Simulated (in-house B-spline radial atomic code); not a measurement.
A calculation on Si+: its settings, and results tabulated from the run. Method: scalar-relativistic (X2C) wB97X, spin-polarised, spherical fractional occupations, exact exchange averaged over the configuration, Fermi nucleus of rms radius 3.1224 fm. Calculated with an all-electron radial atomic-structure program (B-spline basis).

Command:
```bash
python run_scf.py task.json out
```
Settings (nuclear radius in fm, mass in u):
```
Z                14
configuration    [Ne] 3s2 3p1
hamiltonian      x2c
method           wb97x
spin_polarised   True
nucleus          fermi
rms_radius       3.1224
atomic_mass      27.97693
speed_of_light   137.035999084
exact_exchange   averaged over the configuration
```

Output (hartree, bohr):
```
 radial grid: 75 intervals, B-splines of order 8, outer radius 40.5882 bohr

 iter        energy (Eh)    residual
    1        -289.082568    2.19e-01
    2        -289.593335    7.46e-02
    3        -289.675817    1.93e-02
    4        -289.682674    8.01e-03
    5        -289.683404    2.72e-03
    6        -289.683526    6.55e-04
    7        -289.683530    6.82e-05
    8        -289.683531    8.71e-06
    9        -289.683531    1.46e-06
   10        -289.683531    3.93e-07
   11        -289.683531    2.40e-07
   12        -289.683531    1.35e-07

 total energy                      -289.68353
 kinetic                             290.5435
 electron-nucleus                   -687.3206
 Hartree                             127.5652
 exact exchange                       -4.7914
 exchange-correlation                -15.6803

 orbital      occ     eigenvalue          <r>       <r^2>       <1/r>       r_max
 1s up      1.000       -66.6674     0.111041   0.0166192     13.7035     0.07241
 1s down    1.000       -66.6635     0.111035   0.0166169     13.7041     0.07241
 2s up      1.000        -5.7929      0.56599    0.382732     2.59314      0.4536
 2s down    1.000        -5.7902     0.566288    0.383087     2.59128      0.4538
 2p up      3.000        -4.1236     0.536536    0.363075     2.46271      0.3883
 2p down    3.000        -4.1187     0.537083    0.363715     2.46032      0.3887
 3s up      1.000        -0.8603      2.05603     4.86467    0.655776       1.757
 3s down    1.000        -0.8071      2.07922     5.00085    0.654002       1.725
 3p up      1.000        -0.5733      2.41187        6.78    0.550215       1.997
```

Cost of the run: 0.79 s on 1 thread of Intel(R) Xeon(R) Platinum 8488C (shared host).
